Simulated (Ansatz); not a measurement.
`C=C=NB(C)C` + H₂S → `CB(C)S` + `C=C=N`  (ligand exchange at a B–N bond)

Computed with Ansatz on PBE0-D4/def2-TZVP structures; ΔE is electronic, products minus reactants. CCSD(T)/CBS adds triple-zeta CCSD(T) − MP2 to the extrapolated MP2 energy (def2 sets, frozen cores). This one scheme is used for every species. Functionals use def2-TZVPP. B3LYP here is the variant with VWN-RPA as its local correlation; programs differ in this. Each species was taken in one conformer, which may not be the lowest.

`C=C=NB(C)C`:

```xyz
14

C    -2.349    2.219    0.051
C    -1.396    1.318    0.031
N    -0.529    0.499    0.012
B     0.487   -0.461   -0.010
C     1.890   -0.099    0.601
C     0.192   -1.868   -0.646
H    -3.315    1.999   -0.383
H    -2.174    3.185    0.503
H     1.896    0.821    1.188
H     2.613    0.021   -0.215
H     2.272   -0.916    1.221
H     1.008   -2.178   -1.306
H     0.153   -2.620    0.152
H    -0.747   -1.920   -1.199
```

H₂S:

Z-matrix (Å, degrees):
```
S
H 1 1.341
H 1 1.341 2 92.3
```

`CB(C)S`:

Z-matrix (Å, degrees):
```
C
B 1 1.567
H 1 1.094 2 111.4
H 1 1.098 2 108.1 3 -115.7
H 1 1.091 2 115.1 3 124.3
C 2 1.568 1 121.3 3 40.5
S 2 1.796 1 122.3 3 -140.4
H 6 1.095 2 110.6 1 47.8
H 6 1.091 2 115.2 1 171.3
H 6 1.097 2 108.8 1 -67.8
H 7 1.344 2 99.1 1 2.1
```

`C=C=N`:

Cartesian coordinates in Å:
```
C -0.387 0.093 0.885
C 0.027 -0.125 -0.334
N 0.322 -0.402 -1.482
H -0.025 -0.517 1.700
H -1.086 0.893 1.087
H 1.149 0.057 -1.857
```

| level | ΔE (kcal/mol) | difference from CCSD(T)/CBS |
| --- | --- | --- |
| PBE-D4 | 6.2 | 0.5 |
| r2SCAN-D4 | 6.3 | 0.6 |
| PBE0-D4 | 6.1 | 0.4 |
| B3LYP-D4 | 7.8 | 2.1 |
| ωB97X-V | 5.2 | -0.5 |
| ωB97M-V | 5.6 | -0.1 |
| B2PLYP | 7.2 | 1.5 |
| PBE | 6.3 | 0.6 |
| r2SCAN | 6.2 | 0.5 |
| PBE0 | 6.1 | 0.4 |
| B3LYP | 8.1 | 2.4 |
| HF/def2-TZVPP | 7.3 | 1.6 |
| MP2/def2-TZVPP | 6.2 | 0.5 |
| SCS-MP2/def2-TZVPP | 6.2 | 0.5 |
| CCSD/def2-TZVPP | 5.9 | 0.2 |
| CCSD(T)/def2-TZVPP | 5.6 | -0.1 |
| HF/def2-QZVPP | 7.6 | 1.9 |
| MP2/def2-QZVPP | 6.3 | 0.6 |
| SCS-MP2/def2-QZVPP | 6.3 | 0.6 |
| HF/CBS(def2) | 7.6 | 1.9 |
| MP2/CBS(def2) | 6.2 | 0.5 |
| CCSD/CBS(def2) | 6.0 | 0.3 |
| CCSD(T)/CBS | 5.7 | 0 |

Largest T1 diagnostic among the species: 0.015.

In def2-TZVPP, CCSD(T) changes the Hartree–Fock value by −1.7 kcal/mol (the triples alone add −0.3 kcal/mol) and MP2 by −1.1 kcal/mol.
